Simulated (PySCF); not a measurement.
C₂H₇GaO. Atoms are numbered in the order given.

```xyz
11

Ga    -0.3612    -0.3881     0.0000
H     -1.9040    -0.1256     0.0000
C      0.6725    -2.0393     0.0000
H      0.4386    -2.6494     0.8871
H      0.4386    -2.6494    -0.8871
H      1.7481    -1.8098     0.0000
O      0.6533     1.0871     0.0000
C      0.1764     2.4053     0.0000
H      0.5438     2.9493    -0.8905
H      0.5438     2.9493     0.8905
H     -0.9308     2.4749     0.0000
```
Charge 0, spin multiplicity 1.

Geometry optimised at r2SCAN-D4/def2-SVP. The structure was generated by enumeration; whether it is a known compound was not checked. One conformer was computed; it need not be the lowest.

Method: PBE0/def2-TZVP in PySCF.

Isolated molecule, no solvent.

Computed frontier levels, gap, dipole moment and polarisability:
| Quantity | Result |
|---|---|
| highest occupied level | -7.62 eV |
| lowest empty level | -0.74 eV |
| orbital gap | 6.88 eV |
| dipole moment | 1.04 D |
| quadrupole, principal values (traceless, Buckingham form, about the centre of nuclear charge) | -5.30, 2.04, 3.26 D·Å |
| mean static polarisability | 57.5 bohr³ (8.52 Å³) |
| polarisability, principal values | 45.1, 55.0, 72.4 bohr³ |
